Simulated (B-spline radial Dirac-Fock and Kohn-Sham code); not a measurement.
## Os²⁺: input and output of one calculation

ΔSCF core binding energies without Breit or QED terms, calculated with a radial finite-basis atomic code. Keys: rel is the Hamiltonian (dirac, or spin-free x2c and nr, where L3 and M5 stand for the whole 2p and 3d shells), method is hf or an exchange,correlation pair (spin-unpolarised, also for the hole states), nuc the nuclear model, radius_factor scales its radius, rmax is the box in bohr, h the logarithmic mesh step, order the B-spline order, points the quadrature points per cell, c_factor scales the speed of light, and damp, ndamp, maxit and tol steer the iteration. The run stops when the commutator error falls below 10·tol·max(1, Z/10), or the numerical noise floor, and the energy has settled to about 1e-8 Ha; the virial ratio is −V/T.

Input (task.json):

```json
{"items": [{"Z": 76, "q": 2, "cfg": [[1, 0, 2], [2, 0, 2], [2, 1, 6], [3, 0, 2], [3, 1, 6], [3, 2, 10], [4, 0, 2], [4, 1, 6], [4, 2, 10], [4, 3, 14], [5, 0, 2], [5, 1, 6], [5, 2, 6]], "A": 192, "rrms": 5.4126, "do": "settings", "holes": ["K", "L3", "M5"],
  "settings": [{"rel": "dirac", "method": "hf", "nuc": "fermi", "radius_factor": 1.0, "rmax": 45.0, "h": 0.3, "order": 8, "points": 10, "c_factor": 1.0, "maxit": 60, "damp": 0.5, "ndamp": 3, "tol": 1e-08, "cfg": "1s2 2s2 2p6 3s2 3p6 3d10 4s2 4p6 4d10 4f14 5s2 5p6 5d11"}]}]}
```

Command: `python xray2_run.py task.json out`

The program stops without a result: overfilled shell.

Question: One setting is unsound. Which, and why?

Answer: cfg puts more electrons in a shell than it can hold. With the default settings (Dirac Hartree-Fock): The ground state converged in 10 iterations, with total energy -17270.20582 Ha, virial ratio 1.88167 and highest orbital energy -27.83 eV. ΔSCF binding energies: K (1s) 74278.5 eV, L3 (2p3/2) 10931.6 eV, M5 (3d5/2) 1992.7 eV.
